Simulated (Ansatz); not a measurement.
Mulliken charges of `[CH3][Sn]([Cl])([Cl])[Cl]` from r2SCAN/def2-TZVPP in Ansatz (PBE0-D4/def2-TZVP geometry).

```csv
atom,x (Å),y (Å),z (Å),charge (e)
C1,-0.868,-0.275,0.843,-0.457
Sn2,0.616,0.177,-0.592,1.097
Cl3,2.492,-1.147,-0.345,-0.342
Cl4,-0.141,-0.136,-2.750,-0.342
Cl5,1.324,2.370,-0.445,-0.342
H6,-1.171,-1.312,0.711,0.128
H7,-0.445,-0.125,1.836,0.128
H8,-1.714,0.392,0.686,0.128
```

Question: By hand: the dipole of these point charges (1 e Å = 4.8032 D).

Answer: Σ q r = (-0.611, -0.186, 0.590) e Å, of length 0.869 e Å = 4.17 D.

Question: How does the dipole of the full density compare? (Estimate.)

Answer: The calculation gave: (-0.498, -0.152, 0.481) e Å, 3.40 D; the point charges give 1.23 times that, at 0° from its direction.

Point charges leave out the atoms' own dipoles, such as those of lone pairs, and Mulliken's split depends on the basis, so the two needn't agree.
